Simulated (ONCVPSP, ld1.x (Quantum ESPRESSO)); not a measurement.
**Potentials for Be compared**

Generated with ld1.x 7.5 (TM, RRKJ, ultrasoft, PAW), atompaw 4.2 or ONCVPSP 4.0.1. The cutoff is in Ry: for ld1.x and atompaw files where the sum of valence levels is converged to 10 mRy in a Bessel basis, for ONCV files where the hardest occupied wave has 1 mHa per electron of residual kinetic energy. The error is the largest all-electron minus pseudo excitation energy over each file’s own four to seven test configurations (ionisations up to +4, promotions, holes and added fractions of an electron), all of which were solved. The labels leave out finer settings (local radius, basis sizes, second energies), which also bear on the numbers. Spin-polarised tests are not counted. The rows are a selection from randomly drawn settings: files with unsolved tests, undetermined cutoffs or missed reference levels are left out.

A true bound ghost makes a file unfit for plane-wave use even where its test errors are small: the radial tests pick states by their node count and pass the ghost by.

```csv
potential,cutoff (Ry),largest error (meV),bound ghosts
"PAW, PBEsol, non-relativistic, rc 2.40/4.55/4.30 (spd), local smoothed, core correction yes, reference 2s2 2p0",6,-17,none
"ONCV, PBE, scalar-relativistic, rc 0.40/0.40 (sp), local smoothed, core correction no, reference 1s2, qcut 23.2/22.6, projectors 1/2",432,-10,s
"PAW, PBE, scalar-relativistic, rc 1.50/4.65/3.80 (spd), local smoothed, core correction yes, reference 2s1.75 2p0.25",10,-22,none
"ONCV, PBE, scalar-relativistic, rc 0.95/0.80 (sp), local p, core correction no, reference 1s2 2s2, qcut 10.7/9.2, projectors 2/0",106,+5.6,none
"ONCV, LDA (Perdew-Wang 92), scalar-relativistic, rc 0.85/0.65/0.90 (spd), local p, core correction no, reference 1s2 2s2, qcut 18.1/11.7/10.2, projectors 2/0/1",191,+3.8,none
"ONCV, Wu-Cohen, non-relativistic, rc 0.90/0.95 (sp), local smoothed, core correction no, reference 1s2 2s1.5, qcut 11.5/9.1, projectors 2/2",119,+3.7,none
```

(1) Fill in the row for Be: ONCV, LDA (Perdew-Wang 92), scalar-relativistic, rc 0.70/0.70/0.60 (spd), local smoothed, core correction no, reference 1s2 2s2, qcut 14.8/13.4/14.7, projectors 2/3/2.

(2) Fill in the row for Be: TM, LDA (PZ), non-relativistic, rc 2.30/3.40/2.70 (spd), local s, core correction no, reference 2s2 2p0.

(3) Fill in the row for Be: ONCV, LDA (Perdew-Zunger), non-relativistic, rc 0.75/0.70/0.75 (spd), local p, core correction no, reference 1s2 2s1.5, qcut 13/11.5/11.2, projectors 2/0/2.

Answers

(1) cutoff 195 Ry, largest error +3.2 meV, bound ghosts: d.

(2) cutoff 8 Ry, largest error -62 meV, bound ghosts: none.

(3) cutoff 247 Ry, largest error +2.8 meV, bound ghosts: none.
